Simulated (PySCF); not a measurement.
C5H7NSSi2, SMILES N#C[SiH2][SiH2]c1cccs1, GFN2-xTB optimised geometry.

```
16

N      4.29    -0.31     0.00
C      3.15    -0.31     0.00
Si     1.28    -0.34    -0.04
Si     0.66    -1.84    -1.70
C     -1.21    -1.78    -1.83
C     -2.11    -1.07    -1.10
C     -3.45    -1.28    -1.48
C     -3.56    -2.16    -2.51
S     -2.03    -2.74    -3.02
H      0.92     1.07    -0.25
H      0.92    -0.70     1.33
H      1.21    -1.50    -3.02
H      1.05    -3.22    -1.41
H     -1.82    -0.40    -0.30
H     -4.29    -0.80    -1.01
H     -4.45    -2.50    -3.00
```

Density from CAM-B3LYP/def2-TZVP (PySCF) at that geometry.

Minimum of the electron density along straight lines between bonded atoms, close to the bond critical point (lines longer than 1.1 times the sum of covalent radii, or with two minima, are not listed):

| bond | length / Å | ρ at the minimum / e bohr⁻³ | ∇²ρ there / e bohr⁻⁵ | position (fraction from the first atom) |
|---|---|---|---|---|
| N1–C2 | 1.146 | 0.509 | -0.13 | 0.66 |
| C2–Si3 | 1.865 | 0.109 | 0.28 | 0.61 |
| Si3–Si4 | 2.315 | (withheld) | -0.17 | 0.63 |
| Si4–C5 | 1.875 | 0.118 | 0.22 | 0.39 |
| C5–C6 | 1.365 | 0.331 | -0.97 | 0.51 |
| C6–C7 | 1.410 | 0.308 | (withheld) | 0.50 |
| C7–C8 | 1.358 | 0.337 | -1.01 | 0.49 |
| C5–S9 | 1.735 | 0.211 | (withheld) | 0.47 |
| C8–S9 | 1.716 | 0.220 | -0.47 | 0.48 |
| Si3–H10 | 1.468 | 0.126 | 0.16 | 0.49 |
| Si3–H11 | 1.468 | 0.126 | 0.16 | 0.49 |
| Si4–H12 | 1.469 | 0.125 | 0.17 | 0.49 |
| Si4–H13 | 1.470 | 0.125 | 0.17 | 0.49 |
| C6–H14 | 1.077 | 0.289 | -1.05 | 0.65 |
| C7–H15 | 1.076 | 0.290 | -1.06 | 0.65 |
| C8–H16 | 1.072 | 0.292 | -1.08 | 0.65 |

Problem. Some entries are withheld; supply them.

Solution. 
- Si3–Si4, ρ at the minimum / e bohr⁻³: 0.100
- C6–C7, ∇²ρ there / e bohr⁻⁵: -0.90
- C5–S9, ∇²ρ there / e bohr⁻⁵: -0.41
